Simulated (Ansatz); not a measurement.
Steps of a relaxation of `CB(O)SCO` with RKS PBE-D4/def2-SVP.

```sh
$ ansatz run in.yaml --threads 2 --pin off --events-out ev --progress --plain --max-ram 32768MiB --backend cpu
```

```yaml
crystal:
  periodic: [false, false, false]
  atoms:
    - {symbol: C, position_ang: [-1.145300, -1.622600, -0.282800]}
    - {symbol: B, position_ang: [-0.665500, -0.547900, 0.786900]}
    - {symbol: O, position_ang: [-0.188000, -1.027200, 2.055400]}
    - {symbol: S, position_ang: [-0.613600, 1.319000, 0.424000]}
    - {symbol: C, position_ang: [0.977900, 1.317400, -0.337400]}
    - {symbol: O, position_ang: [1.298900, 2.640900, -0.723900]}
    - {symbol: H, position_ang: [-1.512400, -1.034000, -1.195500]}
    - {symbol: H, position_ang: [-2.000200, -2.139600, 0.124600]}
    - {symbol: H, position_ang: [-0.371000, -2.255000, -0.532500]}
    - {symbol: H, position_ang: [0.815400, -1.170200, 1.941600]}
    - {symbol: H, position_ang: [1.712100, 0.992200, 0.453200]}
    - {symbol: H, position_ang: [1.035200, 0.641300, -1.174900]}
    - {symbol: H, position_ang: [0.677100, 2.850900, -1.523900]}
basis:
  gaussian: {orbitals: def2-SVP}
hamiltonian: {xc: pbe, dispersion: d4}
relax: {f_tol: 0.03, max_steps: 200}
```

Positions (Å) and forces (eV/Å) along the path, 11 of 21 steps:

```xyz
13
step=1 energy=-17772.8856 eV
C    -1.145   -1.623   -0.283   -2.006    4.277   -0.375
B    -0.665   -0.548    0.787    0.590   -0.830    1.167
O    -0.188   -1.027    2.055    1.346    0.409   -1.783
S    -0.614    1.319    0.424   -2.125   -0.464    0.982
C     0.978    1.317   -0.337    1.767    1.089    0.590
O     1.299    2.641   -0.724   -1.099    0.102   -1.698
H    -1.512   -1.034   -1.196    0.394   -0.851    0.659
H    -2.000   -2.140    0.125   -0.686   -0.809    0.404
H    -0.371   -2.255   -0.532    2.159   -2.158   -0.732
H     0.815   -1.170    1.942   -1.771    0.259    0.515
H     1.712    0.992    0.453    0.052    0.313   -0.583
H     1.035    0.641   -1.175    0.065   -0.938   -0.910
H     0.677    2.851   -1.524    1.313   -0.399    1.764
13
step=6 energy=-17774.3127 eV
C    -1.097   -1.459   -0.387    0.043   -0.145    0.079
B    -0.549   -0.649    0.849    0.291   -0.123   -0.124
O    -0.166   -1.356    1.954    0.258    0.323    0.306
S    -0.257    1.199    0.904   -0.014   -0.007    0.208
C     1.076    1.287   -0.408    0.099   -0.350   -0.041
O     1.164    2.539   -0.981   -0.160    0.248   -0.169
H    -1.302   -0.858   -1.290   -0.036    0.047   -0.042
H    -2.036   -1.986   -0.100    0.021    0.083   -0.011
H    -0.378   -2.271   -0.644   -0.082    0.109   -0.006
H     0.354   -0.752    2.542   -0.477   -0.324   -0.144
H     2.046    1.089    0.094   -0.057   -0.003   -0.059
H     0.872    0.456   -1.132    0.043    0.097    0.044
H     0.294    2.726   -1.387    0.072    0.044   -0.040
13
step=8 energy=-17774.4650 eV
C    -0.991   -1.451   -0.379   -0.024   -0.108   -0.044
B    -0.439   -0.709    0.897   -0.118    0.394   -0.239
O    -0.355   -1.415    2.056    0.068    0.083    0.539
S     0.009    1.097    1.034    0.162   -0.178   -0.189
C     1.083    1.309   -0.502   -0.027    0.000   -0.120
O     1.087    2.602   -1.009   -0.030    0.015    0.068
H    -1.129   -0.839   -1.292    0.086    0.017    0.062
H    -1.990   -1.867   -0.109    0.093    0.054   -0.006
H    -0.364   -2.335   -0.625   -0.003    0.047   -0.036
H     0.033   -0.834    2.750   -0.124   -0.311   -0.125
H     2.119    1.071   -0.184   -0.070    0.088   -0.049
H     0.756    0.544   -1.246   -0.031   -0.039    0.085
H     0.201    2.793   -1.375    0.018   -0.062    0.053
13
step=9 energy=-17774.5004 eV
C    -0.933   -1.428   -0.378   -0.155   -0.074    0.139
B    -0.435   -0.713    0.937    0.139   -0.258    1.059
O    -0.503   -1.439    2.145    0.090    0.913   -1.019
S     0.188    1.037    1.088    0.107   -0.390   -0.334
C     1.093    1.307   -0.564   -0.057    0.011   -0.043
O     1.029    2.617   -1.025   -0.001   -0.074    0.082
H    -1.003   -0.807   -1.294    0.078    0.015    0.087
H    -1.960   -1.802   -0.155    0.068    0.004   -0.053
H    -0.333   -2.335   -0.604    0.033    0.042    0.003
H    -0.096   -0.905    2.862   -0.147   -0.211   -0.162
H     2.163    1.073   -0.356   -0.264    0.111   -0.071
H     0.689    0.563   -1.296    0.049    0.017    0.209
H     0.122    2.797   -1.345    0.059   -0.105    0.103
13
step=10 energy=-17774.5759 eV
C    -0.884   -1.415   -0.359   -0.106   -0.098    0.005
B    -0.390   -0.698    0.968   -0.245   -0.500   -0.055
O    -0.588   -1.394    2.140    0.060    0.193    0.131
S     0.339    0.962    1.090    0.354    0.336   -0.178
C     1.086    1.299   -0.622    0.050   -0.023    0.178
O     0.975    2.623   -1.021   -0.194   -0.075    0.008
H    -0.804   -0.823   -1.293    0.002   -0.023    0.063
H    -1.961   -1.685   -0.231    0.164    0.082    0.024
H    -0.362   -2.385   -0.524    0.024    0.128    0.064
H    -0.222   -0.950    2.936   -0.112   -0.068   -0.318
H     2.166    1.080   -0.523    0.010   -0.008    0.028
H     0.635    0.566   -1.327   -0.042   -0.008    0.027
H     0.032    2.786   -1.219    0.034    0.065    0.023
13
step=13 energy=-17774.6532 eV
C    -0.891   -1.333   -0.380   -0.106    0.036   -0.021
B    -0.368   -0.684    0.960    0.134    0.024    0.044
O    -0.760   -1.296    2.126    0.012    0.078   -0.031
S     0.741    0.779    1.127   -0.003   -0.108   -0.327
C     1.196    1.262   -0.641    0.013    0.199    0.188
O     0.705    2.513   -1.018   -0.150   -0.227    0.033
H    -0.749   -0.742   -1.306   -0.004   -0.022    0.031
H    -1.978   -1.539   -0.268    0.042   -0.011   -0.023
H    -0.405   -2.322   -0.530    0.010    0.037    0.006
H    -0.371   -0.883    2.918   -0.017   -0.003    0.026
H     2.308    1.327   -0.658   -0.210   -0.006    0.020
H     0.869    0.423   -1.295    0.034    0.027    0.042
H    -0.276    2.462   -1.023    0.244   -0.025    0.013
13
step=15 energy=-17774.6806 eV
C    -0.932   -1.259   -0.391    0.063   -0.103   -0.016
B    -0.335   -0.685    0.953   -0.305    0.119    0.084
O    -0.802   -1.229    2.127    0.089   -0.032   -0.163
S     0.880    0.677    1.116    0.079   -0.033    0.118
C     1.250    1.235   -0.612    0.112    0.045   -0.313
O     0.563    2.383   -1.015    0.024   -0.167    0.068
H    -0.855   -0.594   -1.273    0.018   -0.028    0.012
H    -1.999   -1.534   -0.252    0.056    0.040    0.034
H    -0.402   -2.208   -0.637   -0.018    0.072   -0.047
H    -0.386   -0.832    2.914    0.013    0.006    0.088
H     2.334    1.487   -0.616   -0.170   -0.028    0.020
H     1.095    0.353   -1.283    0.016    0.124    0.112
H    -0.391    2.173   -1.016    0.023   -0.015    0.002
13
step=16 energy=-17774.6936 eV
C    -0.935   -1.195   -0.403   -0.002    0.022    0.020
B    -0.350   -0.636    0.955    0.126   -0.114    0.201
O    -0.810   -1.204    2.120   -0.047    0.072   -0.132
S     0.967    0.634    1.133   -0.112   -0.053    0.008
C     1.267    1.203   -0.606   -0.015    0.170   -0.217
O     0.476    2.290   -1.011   -0.018   -0.405    0.070
H    -0.868   -0.512   -1.272   -0.017   -0.009    0.011
H    -1.995   -1.491   -0.266    0.020    0.012   -0.012
H    -0.382   -2.124   -0.675   -0.021    0.073    0.013
H    -0.389   -0.827    2.915   -0.001   -0.024    0.003
H     2.330    1.539   -0.615   -0.227   -0.032   -0.055
H     1.169    0.296   -1.257    0.048    0.230    0.085
H    -0.460    1.993   -1.003    0.266    0.057    0.005
13
step=17 energy=-17774.7040 eV
C    -0.941   -1.164   -0.401    0.021    0.005    0.015
B    -0.338   -0.640    0.963    0.052    0.039    0.107
O    -0.822   -1.198    2.121    0.024    0.028   -0.064
S     0.988    0.622    1.140   -0.046   -0.065   -0.040
C     1.282    1.197   -0.605   -0.069    0.210   -0.152
O     0.435    2.235   -1.025   -0.011   -0.412    0.079
H    -0.878   -0.463   -1.256   -0.006   -0.010    0.011
H    -2.003   -1.455   -0.261    0.009    0.004   -0.007
H    -0.398   -2.089   -0.700   -0.015    0.047   -0.002
H    -0.388   -0.846    2.921   -0.021   -0.021   -0.013
H     2.323    1.594   -0.610   -0.212   -0.064   -0.001
H     1.243    0.287   -1.253    0.012    0.153    0.069
H    -0.483    1.885   -1.020    0.261    0.085   -0.002
13
step=19 energy=-17774.7161 eV
C    -0.950   -1.089   -0.395   -0.005   -0.005   -0.009
B    -0.329   -0.617    0.981   -0.005    0.003   -0.029
O    -0.813   -1.213    2.117    0.020    0.014    0.039
S     1.002    0.628    1.162    0.019   -0.009    0.019
C     1.290    1.176   -0.595   -0.070    0.124   -0.111
O     0.376    2.117   -1.076    0.084   -0.148    0.067
H    -0.912   -0.350   -1.221   -0.001   -0.023    0.014
H    -2.006   -1.397   -0.254    0.004   -0.001   -0.004
H    -0.402   -1.989   -0.751   -0.006    0.025    0.003
H    -0.368   -0.906    2.930   -0.022   -0.014   -0.020
H     2.288    1.659   -0.583   -0.053   -0.030    0.004
H     1.350    0.251   -1.215   -0.001    0.048    0.034
H    -0.505    1.695   -1.085    0.038    0.015   -0.006
13
step=21 energy=-17774.7174 eV
C    -0.956   -1.082   -0.394   -0.001   -0.002    0.005
B    -0.328   -0.615    0.981   -0.001    0.000    0.006
O    -0.817   -1.206    2.118    0.000    0.000   -0.005
S     1.020    0.612    1.161   -0.007   -0.010    0.011
C     1.293    1.178   -0.595    0.008    0.015   -0.029
O     0.368    2.103   -1.068   -0.024   -0.018    0.013
H    -0.927   -0.342   -1.218   -0.001    0.003   -0.001
H    -2.008   -1.400   -0.249    0.002   -0.001   -0.001
H    -0.402   -1.975   -0.758    0.003    0.000    0.000
H    -0.371   -0.904    2.931   -0.001    0.002    0.000
H     2.282    1.675   -0.576    0.005   -0.002   -0.001
H     1.369    0.259   -1.218   -0.001   -0.002    0.006
H    -0.503    1.663   -1.097    0.018    0.014   -0.005
```

It took 42 s on 2 threads of an AMD EPYC 7R13 on a shared host, with 0.2 GiB of host memory at the peak.
